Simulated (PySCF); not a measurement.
Removing the step error of a finite difference

System: CH3F3Ge (SMILES F[C](F)(F)[GeH3]), singlet, at a GFN2-xTB geometry. Level: PBE0/6-31G, polarisability in PySCF. Sums are taken with unrounded values, so a last digit can differ.

Second differences of the energy in a field along z gave a polarisability along z of 32.929 bohr³ at step 0.02 and 33.113 bohr³ at step 0.05 (atomic units).

**Question.** Extrapolate to zero step.

**Answer.** The leading error of a symmetric difference goes as h², so A(h) = A0 + c h². Then c = (33.113 - (32.929))/(0.05² - 0.02²) = 87.8 (atomic units) and A0 = 32.929 - c × 0.02² = 32.893 bohr³. The analytic value from the same program and level is 32.895 bohr³: the smaller step missed it by 0.033, the extrapolation by -0.002.
